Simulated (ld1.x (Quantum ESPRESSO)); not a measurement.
## Configuration tests for Hf (PAW)

| Quantity | Value |
| --- | --- |
| Element | hafnium |
| Generator | ld1.x (Quantum ESPRESSO) 7.5 |
| Type | PAW |
| Functional | PBEsol |
| Relativity | fully relativistic |
| Frozen core | [Xe] |
| Valence charge | 18 |
| Reference configuration | 4f14 5d2 6s1.75 6p0.25 |
| Partial waves | 6s (bound): rcut 3.10, rcutus 3.55 bohr; 6s channel at 1.05 Ry: rcut 3.10, rcutus 3.55 bohr; 6p (bound): rcut 2.80, rcutus 3.55 bohr; 6p channel at 0.7 Ry: rcut 2.80, rcutus 3.55 bohr; 5d (bound): rcut 2.90, rcutus 3.15 bohr; 5d channel at 1.45 Ry: rcut 2.90, rcutus 3.15 bohr; 4f (bound): rcut 0.80, rcutus 1.10 bohr; 4f channel at -0.9 Ry: rcut 0.80, rcutus 1.10 bohr |
| Local potential | all-electron potential smoothed inside 1.40 bohr (lloc = -2) |
| Core correction | a·sin(br)/r model core, default radius (core density twice the valence density) |
| Augmentation charge | BESSEL, radius 0.65 bohr |

Open shells are filled in proportion to 2j + 1 (rel_dist='average').

Energies are relative to the spin-unpolarised reference configuration 4f14 5d2 6s1.75 6p0.25; without spin polarisation the order of configurations can differ from experiment. Not all tests gave a result: 3 of 7 tests not solved or not reliable. Left out of the table: 4f14 5d1 6s2 6p1 (solver errors, printed error -222 meV); 4f14 5d2 6s0 6p2 (pseudo-atom not self-consistent, printed error -5.0 eV); 4f13 5d2 6s2 6p0 (pseudo-atom not self-consistent, printed error +4.0 eV).

Task: Give the all-electron excitation energy and the error of the potential for: 4f14 5d2 6s2 6p0; 4f14 5d2 6s1 6p0; 4f14 5d2 6s0 6p0; 4f14 5d3 6s0 6p0.

Result:

| valence configuration | charge | ΔE all-electron (eV) | error AE − PS (meV) |
| --- | --- | --- | --- |
| 4f14 5d2 6s2 6p0 | 0 | -0.940 | +2.1 |
| 4f14 5d2 6s1 6p0 | +1 | 7.072 | +68 |
| 4f14 5d2 6s0 6p0 | +2 | 21.235 | +652 |
| 4f14 5d3 6s0 6p0 | +1 | 9.067 | +1102 |

These tests converged, but a pseudo level misses the all-electron one widely, so the file describes the atom poorly there or has found another state: 4f14 5d2 6s0 6p0: empty 6s by 4.7 eV (a node warning on the way); 4f14 5d3 6s0 6p0: empty 6s by 5.4 eV.

The ghost test of this file was not conclusive.
